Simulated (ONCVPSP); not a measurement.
**Sb (Z = 51): excitation energies, all-electron against ONCV**

- Element: Sb (Z = 51)
- Generator: ONCVPSP 4.0.1
- Type: optimised norm-conserving Vanderbilt (ONCV)
- Functional: PBE
- Relativity: scalar-relativistic
- Frozen core: [Ar] 3d10 4s2
- Valence charge: 21
- Reference configuration: 4p6 4d10 5s1.75 5p3.25
- Partial waves: 5s: rc 2.00 bohr, ncon 4, nbas 7, qcut 2.8 1/bohr, 3 projectors, debl 2.9 Ha; 4p+5p: rc 1.60 bohr, ncon 5, nbas 8, qcut 7.2 1/bohr, 2 projectors; 4d: rc 1.15 bohr, ncon 4, nbas 8, qcut 14.6 1/bohr, 1 projector
- Local potential: polynomial inside 0.90 bohr (lpopt 5, dvloc0 0 Ha)
- Core correction: Teter function, fcfact 3.75, rcfact 1.4

Energies are relative to the spin-unpolarised reference configuration 4p6 4d10 5s1.75 5p3.25; without spin polarisation the order of configurations can differ from experiment.

```
valence configuration  charge  ΔE all-electron (eV)  error AE − PS (meV)
     4p6 4d10 5s2 5p3       0                -2.008                 -0.2
      4p6 4d9 5s2 5p3      +1                38.728                  -40
```

(1) What are ΔE and the potential's error for 4p6 4d10 5s2 5p2?

(2) What are ΔE and the potential's error for 4p6 4d10 5s2 5p1?

Note: ghosts flagged at negative energy: s at -111.1 eV; GHOST(+) flagged for s at 247.6 eV. A true bound ghost makes a file unfit for plane-wave use.

Results:

(1) ΔE = 6.310 eV all-electron; the error (AE − PS) is -2.9 meV.

(2) ΔE = 22.278 eV all-electron; the error (AE − PS) is -8.5 meV.
